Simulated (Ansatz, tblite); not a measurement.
Forces on TeF4 at its B3LYP-D4/def2-SVP geometry. Total charge 0; singlet.

In the def2 sets Te takes a core potential; there is no spin–orbit coupling. The xTB rows come from tblite.

GFN1-xTB (tblite), largest force 0.29 eV/Å:

```xyz
5
positions Å, forces eV/Å
Te    0.212   -0.398   -0.372   -0.025    0.047    0.044
F     0.138   -1.557    1.197   -0.063    0.199    0.020
F     0.114    1.085   -1.639   -0.061    0.034    0.198
F     1.124    0.827    0.761   -0.118   -0.195   -0.181
F    -1.588    0.043    0.053    0.267   -0.084   -0.080
```

GFN2-xTB (tblite), largest force 1.28 eV/Å:

```
Te 0.466 -0.873 -0.817
F -0.252 0.188 0.758
F -0.257 0.767 0.136
F -0.155 -0.092 -0.085
F 0.199 0.010 0.008
```

PBE-D4/def2-TZVP (Ansatz), largest force 0.78 eV/Å:

```
Te -0.284 0.533 0.499
F 0.013 0.090 -0.150
F 0.015 -0.143 0.101
F -0.237 -0.346 -0.320
F 0.494 -0.135 -0.129
```
